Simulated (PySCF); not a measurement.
PySCF input file for CH7ClN2Si, SMILES NC[Si@@H](N)Cl, PBE/pcSseg-1. Coordinates come from a PBE0-D3(BJ)/def2-SVP optimisation. The structure was generated by enumeration; whether it is a known compound was not checked. The values are those of a single conformer.

```python
import numpy as np
from pyscf import gto, scf, dft
from pyscf.prop.nmr import rks as nmr

mol = gto.M(
    atom='''
    N    -2.21237799   -1.22644431    0.74628735
    C    -1.52363827   -0.33066753   -0.17724986
    Si    0.22149529    0.09654754    0.37838301
    N     1.10286750   -1.37421091    0.54821465
    Cl    1.05752242    1.43643069   -0.99819238
    H    -2.37857938   -0.75890839    1.63583066
    H    -1.61670479   -2.02528416    0.96106164
    H    -2.11331477    0.59044172   -0.31741955
    H    -1.48117814   -0.78983593   -1.18179226
    H     0.25433252    0.76097369    1.71131041
    H     1.93617788   -1.38634525    1.12666325
    H     1.22885432   -1.97343718   -0.26176041
    ''',
    basis='pcSseg-1',
    charge=0,
    spin=0,
    max_memory=1600,
    verbose=3,
)
mf = dft.RKS(mol, xc='pbe')
mf.grids.level = 3
mf.conv_tol = 1e-10
mf.max_cycle = 100
mf.kernel()
n = nmr.NMR(mf)
n.verbose = 2
n.max_cycle_cphf = 60
sigma = n.kernel()
print('atom   isotropic/ppm   span/ppm')
for i, s in enumerate(sigma):
    w = np.linalg.eigvalsh((s + s.T) / 2)
    print(f'{mol.atom_symbol(i):2s}{i + 1:3d} {w.mean():14.3f} {w[2] - w[0]:11.3f}')
```

Log of the run:

```
converged SCF energy = -901.023705579196
atom   isotropic/ppm   span/ppm
N   1        239.076      79.176
C   2        143.529      63.833
Si  3        341.891      95.543
N   4        230.105      40.439
Cl  5        849.461     254.697
H   6         31.435      15.873
H   7         30.915      15.293
H   8         28.751       8.930
H   9         28.851       9.027
H  10         26.342       8.603
H  11         30.197      16.832
H  12         30.828      15.740
```

The calculation finished and met its thresholds.

Cost: around 24 core-seconds (rough).
